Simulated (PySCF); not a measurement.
Electron correlation in Se (selenium, neutral)

[Ar] 3d10 4s2 4p4, high-spin 3P determinant. Calculation: PySCF 2.14, in def2-TZVP (6s5p4d1f, 48 functions); no relativity, point nucleus. Frozen: [Ar] 3d10; 6 electrons correlated.

MP2 pair energies summed by pair of shells (mhartree):

```
 pair  energy  share (%)
4s-4p  -46.61       46.6
4p-4p  -44.84       44.8
4s-4s   -8.67        8.7
```

Total MP2 correlation energy: -100.12 mhartree.

Same-spin part -22.73 and opposite-spin part -77.39 mhartree; SCS-MP2 scales them by 1/3 and 6/5 to -100.45 mhartree.

```
  level  correlation energy (mhartree)
   CCSD                        -119.11
    (T)                          -3.67
CCSD(T)                        -122.78
```

Diagnostics: T1 = 0.0084, D1 = 0.0260, largest double amplitude 0.049.

Problem. Is a single reference adequate?

Solution. Yes, within this model without spin-orbit coupling: T1 lies below 0.03 and no double amplitude reaches 0.07.
